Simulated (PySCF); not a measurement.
C2H6Bi, doublet, at a GFN2-xTB geometry (such geometries of metal compounds can be far from the true shape) (the spin is typed, not shown lowest) (core potentials on Bi); B3LYP/def2-SVPD run with PySCF.

Input for PySCF:
```python
from pyscf import gto, scf, dft

mol = gto.M(
    atom='''
Bi    0.189510   -0.011201    0.228492
C     0.439302    0.241447   -2.022926
H     1.093793   -0.525586   -2.418202
H     0.862110    1.212368   -2.249777
H    -0.529834    0.158329   -2.493929
C    -2.077109   -0.144456    0.048021
H    -2.343627   -0.980729   -0.585283
H    -2.462307    0.765503   -0.393506
H    -2.522650   -0.282160    1.025269
''',
    basis='def2-svpd',
    ecp={'Bi': 'def2-svpd'},
    charge=0,
    spin=1,
    verbose=4,
)

mf = dft.UKS(mol)
mf.xc = 'b3lyp'
mf.grids.atom_grid = (99, 590)
mf.grids.prune = None
mf.kernel()
```

Predict the main parts of the log of this PySCF run.


```
PySCF version 2.14.0

[INPUT] verbose = 4
[INPUT] num. atoms = 9
[INPUT] num. electrons = 41
[INPUT] charge = 0
[INPUT] spin (= nelec alpha-beta = 2S) = 1
[INPUT] symmetry False subgroup None
[INPUT] Mole.unit = angstrom
[INPUT] Symbol           X                Y                Z      unit          X                Y                Z       unit  Magmom
[INPUT]  1 Bi     0.189510000000  -0.011201000000   0.228492000000 AA    0.358121997866  -0.021166822321   0.431787301654 Bohr   0.0
[INPUT]  2 C      0.439302000000   0.241447000000  -2.022926000000 AA    0.830160465974   0.456268703598  -3.822776110262 Bohr   0.0
[INPUT]  3 H      1.093793000000  -0.525586000000  -2.418202000000 AA    2.066969206966  -0.993213594906  -4.569739493875 Bohr   0.0
[INPUT]  4 H      0.862110000000   1.212368000000  -2.249777000000 AA    1.629151789249   2.291043482187  -4.251462371346 Bohr   0.0
[INPUT]  5 H     -0.529834000000   0.158329000000  -2.493929000000 AA   -1.001241151483   0.299198447576  -4.712842784110 Bohr   0.0
[INPUT]  6 C     -2.077109000000  -0.144456000000   0.048021000000 AA   -3.925167140869  -0.272982277050   0.090746538228 Bohr   0.0
[INPUT]  7 H     -2.343627000000  -0.980729000000  -0.585283000000 AA   -4.428813168136  -1.853309212419  -1.106024575364 Bohr   0.0
[INPUT]  8 H     -2.462307000000   0.765503000000  -0.393506000000 AA   -4.653085864599   1.446591017533  -0.743618568373 Bohr   0.0
[INPUT]  9 H     -2.522650000000  -0.282160000000   1.025269000000 AA   -4.767117608134  -0.533205123307   1.937477614007 Bohr   0.0

nuclear repulsion = 121.568346981435
number of shells = 52
number of NR pGTOs = 187
number of NR cGTOs = 120
basis = def2-svpd
ecp = {'Bi': 'def2-svpd'}

******** <class 'pyscf.dft.uks.UKS'> ********
method = UKS
initial guess = minao
damping factor = 0
level_shift factor = 0
DIIS = <class 'pyscf.scf.diis.CDIIS'>
diis_start_cycle = 1
diis_space = 8
diis_damp = 0
SCF conv_tol = 1e-09
SCF conv_tol_grad = None
SCF max_cycles = 50
direct_scf = True
direct_scf_tol = 1e-13
number electrons alpha = 21  beta = 20
XC library pyscf.dft.libxc version 7.1.2
    S. Lehtola, C. Steigemann, M. J. T. Oliveira, and M. A. L. Marques,  SoftwareX 7, 1–5 (2018)
XC functionals = b3lyp
    P. J. Stephens, F. J. Devlin, C. F. Chabalowski, and M. J. Frisch,  J. Phys. Chem. 98, 11623 (1994)
radial grids:
    Treutler-Ahlrichs [JCP 102, 346 (1995); DOI:10.1063/1.469408] (M4) radial grids

becke partition: Becke, JCP 88, 2547 (1988); DOI:10.1063/1.454033
pruning grids: None
grids dens level: 3
symmetrized grids: False
atomic radii adjust function: <function treutler_atomic_radii_adjust>
User specified grid scheme (99, 590)
small_rho_cutoff = 0
Set gradient conv threshold to 3.16228e-05
tot grids = 525696
init E= -267.429291850081

cycle= 1 E= -292.572119522111  delta_E= -25.1  |g|= 1.71  |ddm|=   10
cycle= 2 E= -289.415676608366  delta_E= 3.16  |g|= 2.75  |ddm|= 30.1
cycle= 3 E= -294.429420898432  delta_E= -5.01  |g|= 0.168  |ddm|= 29.6
cycle= 4 E= -294.43306744552  delta_E= -0.00365  |g|= 0.14  |ddm|= 0.568
cycle= 5 E= -294.447735561894  delta_E= -0.0147  |g|= 0.0433  |ddm|= 0.237
cycle= 6 E= -294.448737885762  delta_E= -0.001  |g|= 0.0112  |ddm|= 0.0629
cycle= 7 E= -294.44881878415  delta_E= -8.09e-05  |g|= 0.00255  |ddm|= 0.018
cycle= 8 E= -294.448823483618  delta_E= -4.7e-06  |g|= 0.00146  |ddm|= 0.00527
cycle= 9 E= -294.448825015384  delta_E= -1.53e-06  |g|= 0.000689  |ddm|= 0.0024
cycle= 10 E= -294.448825618272  delta_E= -6.03e-07  |g|= 0.000144  |ddm|= 0.00172
cycle= 11 E= -294.448825667428  delta_E= -4.92e-08  |g|= 4.51e-05  |ddm|= 0.000631
cycle= 12 E= -294.448825671039  delta_E= -3.61e-09  |g|= 6.82e-06  |ddm|= 0.000197
cycle= 13 E= -294.448825671086  delta_E= -4.71e-11  |g|= 2.31e-06  |ddm|= 2.52e-05
Extra cycle  E= -294.448825671088  delta_E= -1.93e-12  |g|= 1.94e-06  |ddm|= 8.65e-06
converged SCF energy = -294.448825671088  <S^2> = 0.75245869  2S+1 = 2.0024572
```
